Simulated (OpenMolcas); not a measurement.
Cu3+.

```yaml
Program: OpenMolcas
Method: CASSCF
Basis: ANO-RCC-VDZP [5s4p2d1f]
Scalar_Hamiltonian: DKH2, point nucleus
Active_space: 8 electrons in 5 orbitals (3d)
State_averaging: 2S+1 = 3 even, 10 roots; 2S+1 = 1 even, 15 roots (14 in the spin-orbit step)
Spin-orbit_coupling: state interaction with AMFI integrals over the reference wave functions, term energies averaged over their components
```

Levels without dynamic correlation, in cm⁻¹ above 3d⁸ ³F₄:

| Level | E |
| --- | --- |
| 3d⁸ ¹G₄ | 29937 |
| 3d⁸ ¹D₂ | 19285 |
| 3d⁸ ³P₂ | 23509 |

On this reference, SS-CASPT2, IPEA 0.25 Eh, imaginary shift 0.1 Eh (closed shells correlated: 3s 3p) puts 3d⁸ ¹G₄ at 28060 cm⁻¹.

Estimate the other levels at that method by one scale factor, and say how well it serves.

The factor is 28060 / 29937 = 0.937. Scaled values beside those that SS-CASPT2 gives and measured ones (Sugar and Musgrove, J. Phys. Chem. Ref. Data 19, 527 (1990)):
```tsv
Level	Scaled	SS-CASPT2	Miss (%)	Measured
3d⁸ ¹D₂	18070	16080	+12.4	16248
3d⁸ ³P₂	22028	20930	+5.2	19697
```
For these levels the scaled values miss SS-CASPT2 by up to 12.4 %, as correlation changes each term by its own factor, spin-orbit parts do not scale and CASPT2 has its own spread within terms. This holds within one configuration; levels of others move differently, and the target method has errors of its own against measurement.

CASPT2 does not keep the components of a term degenerate, so their means are used; among the terms shown or strongly mixed into the levels shown the widest spread is 950 cm-1 (3d⁸ ³F, SS-CASPT2). Some high roots are left out of the spin-orbit mixing, which shifts the levels that they would mix with. The basis is small and was not contracted for so high a charge. Without dynamic correlation excited terms often stand tens of per cent too high (terms of higher spin than the ground term too low), and those without a measured partner can miss by more than the paired ones (holds for CASSCF). Some levels mix across a computed gap that differs much from the measured one, so their mixing is not that of the real levels (holds for SS-CASPT2). Measured partners are found by configuration, term and J. A level has none where our copy of the source lacks it or the pairing is in doubt (some pairs that miss far off the trend of their configuration count as doubtful), and it then counts in no deviation. Levels of configurations outside the active space are missing.
